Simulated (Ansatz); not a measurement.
Total energies of cyclo-(H2SnNH)2 (Sn2N2H6) from Ansatz at r2SCAN-D4/def2-TZVP, gas phase (1 Eh = 27.2114 eV = 2625.5 kJ/mol). The reference geometry is relaxed at B3LYP-D4/def2-SVP.

Cartesian coordinates in Å:
```
Sn -0.5688 -0.6574 -1.2801
H -0.7481 -0.0315 -2.8755
H -1.1454 -2.2900 -1.1941
N 1.2769 -0.2725 -0.4340
Sn 0.5818 0.7285 1.2350
H 0.6567 -0.1193 2.7452
H 1.2083 2.3251 1.4011
N -1.2074 0.6365 0.2016
H 2.0681 -0.9113 -0.4440
H -2.1221 0.5920 0.6447
```

| state | geometry | energy (Eh) |
| --- | --- | --- |
| charge 0 singlet | reference | -541.83120 |
| charge 1 doublet | reference | -541.53408 |
| free Sn atom (triplet) | – | -214.33064 |
| free H atom (doublet) | – | -0.49993 |
| free N atom (quartet) | – | -54.58101 |

In the def2 sets Sn takes a core potential; there is no spin–orbit coupling.

Task: Work out the vertical ionisation energy to the doublet.

Result: E(charge 1 doublet) − E(charge 0 singlet) = -541.53408 − (-541.83120) = 0.29712 Eh = 8.09 eV. For comparison, −ε of the highest occupied level is 5.41 eV at this level, 2.68 eV less.

Task: What is the binding energy per atom against free atoms?

Result: Atoms: 2 × (-214.33064) + 6 × (-0.49993) + 2 × (-54.58101) = -540.82288 Eh. Binding: -540.82288 − (-541.83120) = 1.00832 Eh = 27.44 eV, or 2.74 eV for each of 10 atoms (no zero-point energy, no counterpoise term).
